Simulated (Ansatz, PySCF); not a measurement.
PbI2, SMILES [I][Pb][I] (connectivity only; charge and spin as stated), neutral, multiplicity 1. Atoms are numbered in the order given.

```xyz
3

Pb     0.0000     0.0000     1.0168
I      0.0000     2.2152    -0.7866
I      0.0000    -2.2152    -0.7866
```
Charge 0, spin multiplicity 1.

Geometry optimised at B3LYP-D3(BJ)/def2-SVP. The isomer is the one that the SMILES or the coordinates give; other isomers of the formula were not compared. The def2 effective core potentials stand for the cores of I, Pb; spin–orbit coupling is left out.

Vertical ionisation energy (IE) and electron affinity (EA) in eV. Rows of orbital energies are one-electron estimates. Where ΔSCF, EOM or ADC give a negative EA the extra electron is unbound and the value depends on the basis.

```
level                                                                       IE    EA
------------------------------------------------------------------------  ----  ----
−ε(HOMO), −ε(LUMO), CAM-B3LYP/def2-TZVPD (PySCF)                          8.42  2.59
−ε(HOMO), −ε(LUMO), PBE/def2-TZVPD (PySCF)                                6.20  3.96
ΔSCF, CAM-B3LYP/def2-SVPD (Ansatz), final states of multiplicity 2 and 2  9.20  1.97
ΔSCF, PBE/def2-SVPD (Ansatz), final states of multiplicity 2 and 2        8.73  1.69
```

Problem. What vertical singlet–triplet gap does ΔSCF give with CAM-B3LYP/def2-SVPD (Ansatz, a first-principles code) and with PBE/def2-SVPD (Ansatz)? (The exact figures need the calculation; the answer reports its results.)

Solution. 2.58 and 2.51 eV (triplet above singlet where positive).
